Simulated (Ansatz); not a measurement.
Hf₅⁺. Charge 1, multiplicity 2. Geometry r2SCAN-D4/def2-SVP.

```csv
atom,x (Å),y (Å),z (Å)
Hf1,-1.8381,2.1961,0.0851
Hf2,0.7193,1.6480,0.7917
Hf3,-0.6158,-0.1302,-0.9087
Hf4,1.6924,-0.8883,0.4861
Hf5,0.0422,-2.8256,-0.4541
```

In the def2 sets Hf takes a core potential; there is no spin–orbit coupling. LC-ωPBE has ω = 0.4 bohr⁻¹. At r2SCAN-D4/def2-TZVP, PBE0-D4/def2-SVP, PBE0-D4/def2-TZVP, LC-ωPBE/def2-TZVP and others the charge 1 doublet is spin-contaminated (final ⟨S²⟩ up to 2.29, 0.75 for a pure state). No other spin state of charge 1 was run. The geometry of the doublet was relaxed on an unsound state (⟨S²⟩ 1.73, where a pure state has 0.75). Another isomer (doublet) lies 2.98 eV lower at PBE0-D4/def2-TZVP; other spin states weren't run for this one.

(1) Estimate the α-spin orbital energies around the gap (eV) in Ansatz with r2SCAN-D4/def2-TZVP, PBE0-D4/def2-SVP, PBE0-D4/def2-TZVP, LC-ωPBE/def2-TZVP, ωB97M-V/def2-TZVP.

## Answers

(1) 
```json
{"orbital": "HOMO−9", "r2SCAN-D4/def2-TZVP": "-10.49", "PBE0-D4/def2-SVP": "-11.44", "PBE0-D4/def2-TZVP": "-11.34", "LC-ωPBE/def2-TZVP": "-14.09", "ωB97M-V/def2-TZVP": "-13.48"}
{"orbital": "HOMO−8", "r2SCAN-D4/def2-TZVP": "-9.08", "PBE0-D4/def2-SVP": "-9.79", "PBE0-D4/def2-TZVP": "-9.76", "LC-ωPBE/def2-TZVP": "-12.17", "ωB97M-V/def2-TZVP": "-11.55"}
{"orbital": "HOMO−7", "r2SCAN-D4/def2-TZVP": "-8.69", "PBE0-D4/def2-SVP": "-9.47", "PBE0-D4/def2-TZVP": "-9.40", "LC-ωPBE/def2-TZVP": "-11.63", "ωB97M-V/def2-TZVP": "-11.30"}
{"orbital": "HOMO−6", "r2SCAN-D4/def2-TZVP": "-8.03", "PBE0-D4/def2-SVP": "-8.77", "PBE0-D4/def2-TZVP": "-8.67", "LC-ωPBE/def2-TZVP": "-10.94", "ωB97M-V/def2-TZVP": "-10.57"}
{"orbital": "HOMO−5", "r2SCAN-D4/def2-TZVP": "-7.98", "PBE0-D4/def2-SVP": "-8.75", "PBE0-D4/def2-TZVP": "-8.65", "LC-ωPBE/def2-TZVP": "-10.72", "ωB97M-V/def2-TZVP": "-10.32"}
{"orbital": "HOMO−4", "r2SCAN-D4/def2-TZVP": "-7.71", "PBE0-D4/def2-SVP": "-8.49", "PBE0-D4/def2-TZVP": "-8.41", "LC-ωPBE/def2-TZVP": "-10.50", "ωB97M-V/def2-TZVP": "-10.19"}
{"orbital": "HOMO−3", "r2SCAN-D4/def2-TZVP": "-7.64", "PBE0-D4/def2-SVP": "-8.37", "PBE0-D4/def2-TZVP": "-8.27", "LC-ωPBE/def2-TZVP": "-10.35", "ωB97M-V/def2-TZVP": "-10.04"}
{"orbital": "HOMO−2", "r2SCAN-D4/def2-TZVP": "-7.56", "PBE0-D4/def2-SVP": "-8.15", "PBE0-D4/def2-TZVP": "-8.08", "LC-ωPBE/def2-TZVP": "-10.07", "ωB97M-V/def2-TZVP": "-9.70"}
{"orbital": "HOMO−1", "r2SCAN-D4/def2-TZVP": "-7.43", "PBE0-D4/def2-SVP": "-7.92", "PBE0-D4/def2-TZVP": "-7.79", "LC-ωPBE/def2-TZVP": "-9.83", "ωB97M-V/def2-TZVP": "-9.38"}
{"orbital": "HOMO", "r2SCAN-D4/def2-TZVP": "-7.16", "PBE0-D4/def2-SVP": "-7.75", "PBE0-D4/def2-TZVP": "-7.72", "LC-ωPBE/def2-TZVP": "-9.60", "ωB97M-V/def2-TZVP": "-9.31"}
{"orbital": "LUMO", "r2SCAN-D4/def2-TZVP": "-6.35", "PBE0-D4/def2-SVP": "-5.91", "PBE0-D4/def2-TZVP": "-5.78", "LC-ωPBE/def2-TZVP": "-3.70", "ωB97M-V/def2-TZVP": "-4.02"}
{"orbital": "LUMO+1", "r2SCAN-D4/def2-TZVP": "-6.15", "PBE0-D4/def2-SVP": "-5.73", "PBE0-D4/def2-TZVP": "-5.68", "LC-ωPBE/def2-TZVP": "-3.55", "ωB97M-V/def2-TZVP": "-3.94"}
{"orbital": "LUMO+2", "r2SCAN-D4/def2-TZVP": "-6.13", "PBE0-D4/def2-SVP": "-5.63", "PBE0-D4/def2-TZVP": "-5.55", "LC-ωPBE/def2-TZVP": "-3.43", "ωB97M-V/def2-TZVP": "-3.78"}
{"orbital": "LUMO+3", "r2SCAN-D4/def2-TZVP": "-6.10", "PBE0-D4/def2-SVP": "-5.55", "PBE0-D4/def2-TZVP": "-5.49", "LC-ωPBE/def2-TZVP": "-3.38", "ωB97M-V/def2-TZVP": "-3.69"}
{"orbital": "LUMO+4", "r2SCAN-D4/def2-TZVP": "-5.89", "PBE0-D4/def2-SVP": "-5.41", "PBE0-D4/def2-TZVP": "-5.35", "LC-ωPBE/def2-TZVP": "-3.15", "ωB97M-V/def2-TZVP": "-3.51"}
{"orbital": "LUMO+5", "r2SCAN-D4/def2-TZVP": "-5.75", "PBE0-D4/def2-SVP": "-5.31", "PBE0-D4/def2-TZVP": "-5.31", "LC-ωPBE/def2-TZVP": "-3.01", "ωB97M-V/def2-TZVP": "-3.49"}
{"orbital": "β HOMO", "r2SCAN-D4/def2-TZVP": "-7.23", "PBE0-D4/def2-SVP": "-7.76", "PBE0-D4/def2-TZVP": "-7.69", "LC-ωPBE/def2-TZVP": "-9.42", "ωB97M-V/def2-TZVP": "-9.28"}
{"orbital": "β LUMO", "r2SCAN-D4/def2-TZVP": "-6.34", "PBE0-D4/def2-SVP": "-5.84", "PBE0-D4/def2-TZVP": "-5.71", "LC-ωPBE/def2-TZVP": "-3.75", "ωB97M-V/def2-TZVP": "-4.26"}
```
